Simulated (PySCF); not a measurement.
# Assignment exercise: C$_{6}$H$_{7}$F$_{3}$Si

Bonds (- single, = double, # triple, : aromatic): F1-C2, C2-F3, C2=C4, C4-F5, C4-C6, C6=C7, C7-C8, C8-C9, C9-Si10, Si10-C8. C6 carries H11; C7 carries H12; C8 carries H13; C9 carries H14, H15; Si10 carries H16, H17. Stereochemistry as in FC(F)=C(F)/C=C\[C@@H]1C[SiH2]1. H14, H17 are cis to C7 on the ring; H15, H16 are trans to C7 on the ring.

[PySCF: shieldings: GIAO PBE0/pcSseg-1; coordinates at the GFN2-xTB level; gas phase; relativity neglected; one conformer]

Scale: 13C (186.93 ppm), 1H (31.72 ppm) against TMS (reference shieldings calculated alike).

Q: Assign these signals to the numbered atoms. 13C{1H} NMR (computed): δ 169.0 (C), 145.2 (CH), 142.0 (C), 112.4 (CH), 16.8 (CH), 7.9 (CH2).

A: 
| δ (ppm) | atoms | environment | reason |
| --- | --- | --- | --- |
| 169.0 | C2 | fully substituted alkene carbon | – |
| 145.2 | C7 | alkene CH | an sp2 carbon of a C=C bond |
| 142.0 | C4 | fully substituted alkene carbon | as expected for a trigonal carbon in a double bond |
| 112.4 | C6 | alkene CH | as expected for a trigonal carbon in a double bond |
| 16.8 | C8 | three-membered-ring carbon | carbons of three-membered rings are unusually shielded |
| 7.9 | C9 | three-membered-ring carbon | – |

Q: Assign these signals to the numbered atoms. 1H NMR (500 MHz, computed): δ 5.66 (m, 1H), 5.52 (m, 1H), 2.87 (m, 1H), 2.86 (m, 1H), 2.50 (m, 1H), 1.30 (m, 1H), 0.80 (m, 1H).

A: 
| δ (ppm) | atoms | environment | reason |
| --- | --- | --- | --- |
| 5.66 | H11 | hydrogen on an alkene CH | attached to an sp2 carbon and in the plane of the double bond |
| 5.52 | H12 | hydrogen on an alkene CH | – |
| 2.87 | H16 | hydrogen on a silicon bonded to 2 C, in a 3-membered ring | – |
| 2.86 | H13 | hydrogen on a three-membered-ring carbon | – |
| 2.50 | H17 | hydrogen on a silicon bonded to 2 C, in a 3-membered ring | – |
| 1.30 | H15 | hydrogen on a three-membered-ring carbon | cyclopropane-type protons are shielded by the ring |
| 0.80 | H14 | hydrogen on a three-membered-ring carbon | – |

H16 and H13 lie closer than the usual error of such a calculation, so a measured spectrum could show them in the other order.

Splittings by 19F in the carbon and heteronuclear signals aren't shown, as no couplings were computed. Shifts are as computed. Against solution values, carbons near 30 ppm lie about +3 ppm off and those near 130 ppm about +5 ppm. Of 1211 compounds with measured shifts, 218 miss one by over three times the rms of a fit or turn the order of signals round; such compounds aren't used in these exercises. Multiplicities follow the n + 1 count of equivalent neighbours, as no J values were calculated; m marks all less simple cases, F and P coupling included.
